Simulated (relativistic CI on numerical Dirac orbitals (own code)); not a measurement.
Method of calculation: Dirac-Coulomb-Breit CI, KLI orbitals optimised for each configuration, a model potential for QED, valence Slater integrals scaled by 0.9, P86 correlation estimate, and configurations built on the next ion tied to the tabulated ionisation energy (semi-empirical) (own radial code, finite nucleus).

Configurations in the expansion (outside the closed core [Ne]): 3s, 3p, 3d, 4s, 4p, 4d, 4f, 5s, 5p, 5d, 5f, 5g. Levels of other configurations are missing.

Configurations that consist of the next ion and one excited electron were tied to the tabulated ionisation energy; Rydberg ones are usually within 1,000 to 3,000 cm⁻¹ and the lowest ones within about 6,000 (9,000 in d shells), while levels on excited terms of the next ion carry the error of that term, and the other configurations can be misplaced by 10,000 cm⁻¹ or more. Rates follow the energies as ν³ (E1, M1) or ν⁵ (E2), so rates, branching and lifetimes can be off by large factors.

Outline of the computed level scheme of Ca X. Lowest level of each configuration: 3s 2S_1/2 at 0.000 eV; 3p 2P°_1/2 at 22.239 eV; 3d 2D_3/2 at 52.339 eV; 4s 2S_1/2 at 103.353 eV; 4p 2P°_1/2 at 111.635 eV; 4d 2D_3/2 at 122.435 eV; 4f 2F°_5/2 at 126.089 eV; 5s 2S_1/2 at 145.648 eV; 5p 2P°_1/2 at 149.652 eV.

Some strong electric-dipole decays among the lowest 15 levels: 4f 2F°_7/2 → 3d 2D_5/2 (1.5e+11 s⁻¹); 4f 2F°_5/2 → 3d 2D_3/2 (1.4e+11 s⁻¹); 4d 2D_5/2 → 3p 2P°_3/2 (4.7e+10 s⁻¹); 4s 2S_1/2 → 3p 2P°_3/2 (4.3e+10 s⁻¹); 4d 2D_3/2 → 3p 2P°_1/2 (3.8e+10 s⁻¹); 4p 2P°_1/2 → 3s 2S_1/2 (2.6e+10 s⁻¹); 4p 2P°_3/2 → 3s 2S_1/2 (2.5e+10 s⁻¹); 4s 2S_1/2 → 3p 2P°_1/2 (2.1e+10 s⁻¹).
